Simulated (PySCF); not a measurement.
# Correlation energy of Mg (magnesium, neutral)

[Ne] 3p2, high-spin 3P determinant (an excited configuration). All numbers are calculated (PySCF 2.14, scalar relativity by spin-free X2C-1e, in x2c-TZVPPall (5s4p3d, 32 functions)). Frozen: [Ne]; 2 electrons correlated.

With two correlated electrons CCSD is exact within the correlated space (frozen core and kept virtual orbitals).

```json
{"level": "CCSD", "correlation energy (mhartree)": "-8.08"}
```

Diagnostics: T1 = 0.0019, D1 = 0.0026, largest double amplitude 0.122.

Cost of the coupled-cluster step: of the order of 0.1 core-seconds, for 2 correlated electrons.
